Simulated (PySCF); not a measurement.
Fe²⁺: excitation energy

Fe²⁺ [Ar] 3d6 (5D) → Fe²⁺ [Ar] 3d5 4s1 (7S), as a difference of total energies. Calculation: PySCF 2.14, in dyall-av2z (16s12p7d2f, 101 functions); no relativity, point nucleus. Correlated levels: valence: [Ar] frozen; virtual orbitals above 40 to 60 times the deepest correlated orbital energy dropped. The calculations carry no spin-orbit coupling.

```json
{"method": "UHF", "excitation energy (cm⁻¹)": "22595"}
{"method": "LDA", "excitation energy (cm⁻¹)": "36576"}
{"method": "PBE", "excitation energy (cm⁻¹)": "36710"}
{"method": "PBE0", "excitation energy (cm⁻¹)": "35244"}
{"method": "r2SCAN", "excitation energy (cm⁻¹)": "33258"}
{"method": "r2SCAN0", "excitation energy (cm⁻¹)": "32653"}
{"method": "revPBE", "excitation energy (cm⁻¹)": "37280"}
{"method": "PBEsol", "excitation energy (cm⁻¹)": "36554"}
{"method": "M06", "excitation energy (cm⁻¹)": "35636"}
{"method": "MP2 (valence)", "excitation energy (cm⁻¹)": "31029"}
{"method": "SCS-MP2 (valence)", "excitation energy (cm⁻¹)": "34048"}
```

A first-order spin-orbit estimate (lowest level to lowest level, LS coupling) adds 0.054 eV.
